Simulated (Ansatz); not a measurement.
The same path of CH$_{5}$GaO (8 atoms, charge 0, multiplicity 1) was run twice with different band settings. Lost on the way: Ga1–H2, Ga1–O3. Made: H2–O3.

These are results of Ansatz, RKS PBE-D4/def2-SVP, not measurements.

Relaxed end points:

```xyz
8
Properties=species:S:1:pos:R:3
Ga 0.083 -0.186 0.309
H 0.163 -0.275 1.887
O 1.649 -0.260 -0.599
H 2.422 -0.348 -0.013
C -1.479 0.000 -0.868
H -2.202 -0.822 -0.694
H -2.005 0.955 -0.665
H -1.158 -0.016 -1.928
```

```xyz
8
Properties=species:S:1:pos:R:3
Ga -0.970 -0.814 1.014
H 1.894 -0.434 0.926
O 1.177 0.120 0.562
H 1.323 0.130 -0.405
C -1.425 -0.095 -0.884
H -2.490 -0.259 -1.157
H -1.227 0.999 -0.961
H -0.810 -0.600 -1.668
```

Common settings: movable images 5; climbing image yes; optimiser quadratic models (default); start path through a guess of the saddle point; force threshold 0.05 eV/Å; iteration limit 60; end points relaxed.

| run | spring |
| --- | --- |
| 1 | 5.0 eV/Å² |
| 2 | 0.5 eV/Å² |

Problem. What does each run give, and how far can it be trusted?

Solution. Run 1: converged after 11 iterations, highest image 2.237 eV above the first end. Neighbouring images differ by up to 1.6 eV, so the band resolves the path poorly. A vibrational analysis at the climbing image gives 2 clearly imaginary modes (1114i, 42i cm⁻¹): a point of higher order, so a lower path passes nearby.
Run 2: converged after 11 iterations, highest image 2.222 eV above the first end. The order of the stationary point at the top wasn't checked.
The orbitals stay closed-shell, which can raise the energy where a bond breaks towards radicals; this wasn't checked here.
